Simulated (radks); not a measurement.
The numbers below are computed, except where a source is named.
Ge3+, configuration [Ar] 3d10 4s1. Code: a radial shooting solver on a logarithmic mesh with Libxc functionals. Model: Dirac Kohn-Sham, PBE, spin-unpolarised, spherical densities, point nucleus.

X-ray form factor f0, the Fourier transform of the density (f0(0) = 29):

sin(theta)/lambda (1/angstrom)  f0 (electrons)
0.05                                    28.732
0.1                                     27.970
0.15                                    26.818
0.2                                     25.406
0.25                                    23.853
0.3                                     22.246
0.4                                     19.092
0.5                                     16.220
0.6                                     13.755
0.8                                     10.163
1                                        8.051
1.25                                     6.627
1.5                                      5.774
2                                        4.438
